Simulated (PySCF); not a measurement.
## Excitation energy of W²⁺ by level of theory

W²⁺ [Xe] 4f14 5d4 (5D) → W²⁺ [Xe] 4f14 5d3 6s1 (5F), as a difference of total energies. All numbers are calculated (PySCF 2.14, scalar relativity through the core potential, in aug-cc-pwCVDZ-PP with ECP60MDF). Correlated levels: valence and next inner shell: nothing frozen outside the core potential. The calculations carry no spin-orbit coupling.

```csv
method,excitation energy (eV)
UHF,1.298
MP2 (valence and next inner shell),1.171
SCS-MP2 (valence and next inner shell),1.170
CCSD (valence and next inner shell),1.162
CCSD(T) (valence and next inner shell),1.151
```

Question: How much does correlation contribute at CCSD(T) (valence and next inner shell)?

Answer: 1.151 − (1.298) = -0.147 eV, measured against UHF.
